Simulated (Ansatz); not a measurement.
Name a neutral molecule of C, N, O, Si and H with LUMO energy (PBE0/def2-TZVPP) between -0.90 and -0.60 eV and LUMO energy (B3LYP/def2-TZVPP) between -1.00 and -0.70 eV (Ansatz, PBE0-D4/def2-TZVP geometry).

`CO[Si]N` (-0.66 eV, -0.85 eV); `CN(C)[Si]O` (-0.65 eV, -0.84 eV). Other molecules can fit too; these were computed, each in one conformer that needn't be the lowest.

B3LYP here is the variant with VWN-RPA as its local correlation; programs differ in this.
